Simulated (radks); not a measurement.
All-electron atom: Dy III in [Xe] 4f10.

All-electron calculation, scalar-relativistic Kohn-Sham, PBEsol, spin-unpolarised, spherical densities, point nucleus. Program: a radial shooting solver on a logarithmic mesh with Libxc functionals.

Energy parts (eV):
total: -330688.74
kinetic: 356778.04
electron-nucleus: -808528.21
Hartree: 128100.59
exchange-correlation: -7039.16

Orbitals (lengths in bohr, moments of r in powers of bohr; r(90%) holds 90 % of the orbital's charge):
orbital  occ.  eigenvalue (eV)      <r^4>      <r^2>      <r>  r(90%)
1s          2        -53655.08  9.920e-07  0.0006096  0.02112  0.0382
2s          2        -8946.727  0.0001560   0.009523  0.08979   0.139
2p          6        -7940.453  0.0001175   0.007709  0.07947   0.129
3s          2        -2001.977   0.005965    0.06290   0.2346   0.344
3p          6        -1693.128   0.006273    0.06317   0.2335   0.349
3d         10        -1295.955   0.004959    0.05285   0.2121   0.330
4s          2        -406.8549     0.1465     0.3172   0.5301   0.762
4p          6        -305.1935     0.1934     0.3592   0.5618   0.818
4d         10        -166.8216     0.3059     0.4323   0.6101   0.918
5s          2         -63.0757      5.395      1.902    1.300    1.88
5p          6         -39.4187      11.15      2.672    1.534    2.25
4f         10         -17.1040      3.352      1.020   0.8663    1.52

The highest occupied level is 4f at -17.104 eV. The density falls to 0.001 e/bohr^3 at r = 3.39 bohr. For comparison, the ionisation energy in NIST's Atomic Spectra Database is 22.89 eV (semi-empirical). In exact Kohn-Sham theory the highest level is minus the ionisation energy, but local and semilocal functionals leave it too shallow, through self-interaction and a potential that decays too fast; potentials with the right tail come closer. Summed over all electrons, <r^2> = 38.25 bohr^2, which gives a Langevin (diamagnetic) susceptibility term of -30.3 x 10^-6 cm^3/mol.

Beside tabulated values, note that spin-unpolarised runs miss the spin-polarisation part of the exchange energy of open shells.
